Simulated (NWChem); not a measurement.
CrNH₂S₂Cl; SMILES [NH2][Cr](=[S])([Cl])=[S]

```xyz
7

Cr     0.2009     0.0829     0.0000
S     -0.5149     0.9527     1.6457
S     -0.5149     0.9527    -1.6457
Cl    -0.2971    -2.0076     0.0000
N      1.9646     0.2721     0.0000
H      2.5192     0.3768    -0.8562
H      2.5192     0.3768     0.8562
```
Atoms are numbered in this order, from 1.

All runs: NWChem. Pople sets run with spherical d functions. Structure relaxed at the PBE-D3(BJ)/def2-SVP level. Not confirmed as a minimum by frequencies. Vzz is the largest principal value of the second derivative of the potential at the nucleus (NWChem prints the opposite sign); η is the asymmetry. Non-relativistic.

Q: Estimate the computed values for PBE0/6-31G*. Quantities: Vzz Cr1 (a.u.); η Cr1; Vzz S3 (a.u.); η S3; Vzz Cl4 (a.u.); η Cl4; Vzz N5 (a.u.); η N5.

A: 
```json
{
 "Vzz Cr1 (a.u.)": "0.273",
 "η Cr1": "0.55",
 "Vzz S3 (a.u.)": "-0.819",
 "η S3": "0.59",
 "Vzz Cl4 (a.u.)": "1.533",
 "η Cl4": "0.07",
 "Vzz N5 (a.u.)": "-0.366",
 "η N5": "0.75"
}
```
